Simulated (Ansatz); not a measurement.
```xyz
8

N     0.111   -2.278    1.724
C     0.181   -1.306    1.111
Si    0.326    0.252    0.162
C    -1.276    1.131    0.255
N    -2.269    1.709    0.325
C     0.647   -0.172   -1.589
N     0.872   -0.425   -2.689
H     1.409    1.089    0.701
```

Charge 0, multiplicity 1.

Task: List the PBE/def2-TZVPP orbital energies in eV (the Gaussian-basis code of Ansatz). (Best estimate.)

Result: Computed: Occupied: -1782.85, -381.95, -381.95, -381.95, -270.81, -270.81, -270.80, -140.51, -97.26, -97.26, -97.20, -23.81, -23.74, -23.74, -17.64, -13.82, -13.82, -11.76, -10.07, -10.07, -9.96, -9.80, -9.80, -9.58, -9.48, -9.45, -9.45. Lowest empty: -3.35, -3.24, -3.24, -2.19, -2.19, -0.57, -0.55, 1.15.
